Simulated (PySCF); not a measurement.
## Ga(15+) (gallium, charge +15) across methods

[Ne] 3s2 3p4, high-spin 3P determinant. Computed with PySCF 2.14 in an even-tempered Gaussian basis (19 s from 0.93 bohr⁻², ratio 2.5; 12 p from 1.2 bohr⁻², ratio 2.5; 5 d from 7.8 bohr⁻², ratio 2.7; 4 f from 12 bohr⁻², ratio 2.7), with scalar relativity by spin-free X2C-1e.

```tsv
method	E (hartree)	mean ε 3s β (eV)	mean ε 3p α (eV)	mean ε 3p β (eV)	Σ⟨r²⟩ (bohr²)	⟨S²⟩
PW91	-1832.604	-579.33	-536.23	-529.57	2.548	2.001
PBE	-1832.250	-579.10	-536.03	-529.30	2.549	2.001
PBEsol	-1830.783	-578.78	-535.74	-528.89	2.550	2.001
LDA	-1829.221	-578.93	-535.61	-528.81	2.551	2.000
UHF	-1831.76599	-597.68	-555.42	-546.89	2.554	2.002
PBE0	-1832.299	-584.23	-541.24	-534.11	2.550	2.001
r2SCAN	-1832.485	-580.16	-537.91	-530.42	2.551	2.001
```

Spin-orbit coupling is strong in this species (close to jj coupling), so the high-spin LS determinant is a model state, not a physical level.
